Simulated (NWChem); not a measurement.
Program: NWChem. System: CH4N2S, charge 0, spin multiplicity 1, displaced from the optimised geometry. Level: LDA (SVWN5)/def2-SVP.

Output (cleaned and shortened):

```
             Northwest Computational Chemistry Package (NWChem) 7.3.0
             --------------------------------------------------------

                                NWChem Input Module
                                -------------------

 Scaling coordinates for geometry "geometry" by  1.889725989
 (inverse scale =  0.529177249)

 Turning off AUTOSYM since
 SYMMETRY directive was detected!

                             Geometry "geometry" -> ""
                             -------------------------

 Output coordinates in angstroms (scale by  1.889725989 to convert to a.u.)

  No.       Tag          Charge          X              Y              Z
 ---- ---------------- ---------- -------------- -------------- --------------
    1 N                    7.0000    -1.11843000    -0.35870400    -1.06975500
    2 C                    6.0000     0.00000000     0.00000000    -0.32163700
    3 N                    7.0000     1.11843000     0.35870400    -1.06975500
    4 S                   16.0000     0.00000000     0.00000000     1.38047500
    5 H                    1.0000    -1.21337400    -0.05555300    -2.05491800
    6 H                    1.0000    -1.99146600    -0.49525100    -0.53568300
    7 H                    1.0000     1.21337400     0.05555300    -2.05491800
    8 H                    1.0000     1.99146600     0.49525100    -0.53568300

 Effective nuclear repulsion energy (a.u.)     153.9140136923

            Nuclear Dipole moment (a.u.)
            ----------------------------
        X                 Y               Z
 ---------------- ---------------- ----------------
     0.0000000000     0.0000000000     0.0000113384

      Symmetry information
      --------------------

 Group name             C2
 Group number              4
 Group order               2
 No. of unique centers     5

      Symmetry unique atoms

     1    2    4    5    6


 Summary of "ao basis" -> "" (spherical)
 ------------------------------------------------------------------------------
       Tag                 Description            Shells   Functions and Types
 ---------------- ------------------------------  ------  ---------------------
 *                          def2-svp                  on all atoms

                                 NWChem DFT Module
                                 -----------------

 Summary of "ao basis" -> "ao basis" (spherical)
 ------------------------------------------------------------------------------
[...]
     2   2 0 0    -18.026680    -59.702501    -59.702501    101.378323
     2   1 1 0      0.628889    -13.476932    -13.476932     27.582753
     2   1 0 1     -0.000000     -0.000000     -0.000000      0.000000
     2   0 2 0    -25.340304    -16.773446    -16.773446      8.206589
     2   0 1 1     -0.000000     -0.000000     -0.000000      0.000000
     2   0 0 2    -20.767096   -110.645876   -110.645876    200.524656

            General Information
            -------------------
          SCF calculation type: DFT
          Wavefunction type:  closed shell.
          No. of atoms     :     8
          No. of electrons :    40
           Alpha electrons :    20
            Beta electrons :    20
          Charge           :     0
          Spin multiplicity:     1
          Use of symmetry is: on ; symmetry adaption is: on
          Maximum number of iterations: 100
          AO basis - number of functions:    80
                     number of shells:    38
          Convergence on energy requested:  1.00D-06
          Convergence on density requested:  1.00D-05
          Convergence on gradient requested:  5.00D-04

              XC Information
              --------------
                        Slater Exchange Functional  1.000 local
                      VWN V Correlation Functional  1.000 local

             Grid Information
             ----------------
          Grid used for XC integration:  xcoarse
          Radial quadrature: Mura-Knowles
          Angular quadrature: Lebedev.
          Tag              B.-S. Rad. Rad. Pts. Rad. Cut. Ang. Pts.
          ---              ---------- --------- --------- ---------
          N                   0.65       21           8.0       194
          C                   0.70       21           7.0       194
          S                   1.00       42          10.0       194
          H                   0.35       21          10.0       194
          Grid pruning is: on
          Number of quadrature shells:   126
          Spatial weights used:  Erf1

          Convergence Information
          -----------------------
          Convergence aids based upon iterative change in
          total energy or number of iterations.
          Levelshifting, if invoked, occurs when the
          HOMO/LUMO gap drops below (HL_TOL):  1.00D-02
          DIIS, if invoked, will attempt to extrapolate
          using up to (NFOCK): 10 stored Fock matrices.

                    Damping( 0%)  Levelshifting(0.5)       DIIS
                  --------------- ------------------- ---------------
          dE  on:    start            ASAP                start
          dE off:    2 iters        100 iters           100 iters

      Screening Tolerance Information
      -------------------------------
          Density screening/tol_rho:  1.00D-10
          AO Gaussian exp screening on grid/accAOfunc:  14
          CD Gaussian exp screening on grid/accCDfunc:  20
          XC Gaussian exp screening on grid/accXCfunc:  20
          Schwarz screening/accCoul:  1.00D-08

                            NWChem DFT Gradient Module
                            --------------------------

  charge          =   0.00
  wavefunction    = closed shell

  Using symmetry

                         DFT ENERGY GRADIENTS

    atom               coordinates                        gradient
                 x          y          z           x          y          z
   1 N      -2.113526  -0.677852  -2.021544   -0.017348  -0.008621  -0.011166
   2 C       0.000000   0.000000  -0.607806    0.000000   0.000000   0.003066
   3 N       2.113526   0.677852  -2.021544    0.017348   0.008621  -0.011166
   4 S       0.000000   0.000000   2.608719    0.000000   0.000000   0.031226
   5 H      -2.292944  -0.104980  -3.883232   -0.001750   0.001913  -0.008135
   6 H      -3.763325  -0.935889  -1.012294   -0.008492  -0.001735   0.002155
   7 H       2.292944   0.104980  -3.883232    0.001750  -0.001913  -0.008135
   8 H       3.763325   0.935889  -1.012294    0.008492   0.001735   0.002155

                 ----------------------------------------
                 |  Time  |  1-e(secs)   |  2-e(secs)   |
                 ----------------------------------------
                 |  CPU   |       0.00   |       1.17   |
                 ----------------------------------------
                 |  WALL  |       0.00   |       1.17   |
                 ----------------------------------------

 Task  times  cpu:        1.9s     wall:        1.9s

 Total times  cpu:        2.0s     wall:        2.0s
```

Task: Write an NWChem input that would produce this output.

Result: This is not unique; one that fits is 
```
start mol
memory heap 200 mb stack 900 mb global 1100 mb
geometry units angstroms nocenter noautoz
  N     -1.118430    -0.358704    -1.069755
  C      0.000000     0.000000    -0.321637
  N      1.118430     0.358704    -1.069755
  S      0.000000     0.000000     1.380475
  H     -1.213374    -0.055553    -2.054918
  H     -1.991466    -0.495251    -0.535683
  H      1.213374     0.055553    -2.054918
  H      1.991466     0.495251    -0.535683
  symmetry group C2
end
basis spherical
  * library def2-svp
end
dft
  xc slater vwn_5
  semidirect memsize 60000000 filesize 0
  iterations 100
  grid xcoarse
end
task dft gradient
```
